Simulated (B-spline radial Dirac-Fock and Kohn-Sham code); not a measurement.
Te 4d5/2: cross section and angular parameters

System: neutral tellurium, configuration 1s2 2s2 2p6 3s2 3p6 3d10 4s2 4p6 4d10 5s2 5p4; threshold 48.38 eV (orbital energy of the model). Calculated with a B-spline atomic structure program, using Dirac-Hartree-Slater photoionisation with a Latter tail; cross sections with all multipoles, angular parameters from the dipole term and its interference with E2.

For linearly polarised light dσ/dΩ = σ/(4π) [1 + β P₂(cos θ) + (δ + γ cos²θ) sin θ cos φ], with θ from the polarisation vector and φ the angle between the beam and the projection of the electron momentum on the plane normal to the polarisation.

```
hν (eV)  σ (kb)       β       γ       δ
   60.9   21100   0.290  -0.007   0.002
     80   13300   0.883  -0.018  -0.002
   93.8    4030   1.424  -0.055  -0.005
    130     281   1.304  -0.338   0.046
    136     227   0.621  -0.316   0.064
    138     217   0.382  -0.296   0.069
    177     320  -0.560   0.115   0.037
    185       ?       ?       ?       ?
    193     384  -0.267   0.140   0.022
    238     485   0.296   0.120   0.002
    277     495   0.568   0.082  -0.003
    282     494   0.595   0.077  -0.004
    296     487   0.664   0.065  -0.004
    323     466   0.775   0.042  -0.005
    400     387   0.984  -0.003  -0.003
    600     215   1.220  -0.029   0.007
    800     124   1.303   0.010   0.016
    863     106   1.315   0.029   0.019
 1253.6    44.8   1.331   0.164   0.033
   1520    27.5   1.313   0.259   0.041
   1550    26.1   1.311   0.269   0.042
   2000    13.1   1.265   0.418   0.057
   2770    5.09   1.179   0.632   0.082
   3220    3.21   1.131   0.737   0.097
   4000    1.61   1.057   0.892   0.123
   6370   0.335   0.883   1.227   0.203
  10000  0.0653   0.711   1.518   0.320
  12100  0.0317   0.641   1.625   0.383
  13200  0.0227   0.610   1.670   0.414
  15000  0.0138   0.565   1.732   0.465
```

Question: Give the values at 185 eV.

Answer: σ = 354 kb, β = -0.409, γ = 0.132, δ = 0.029.
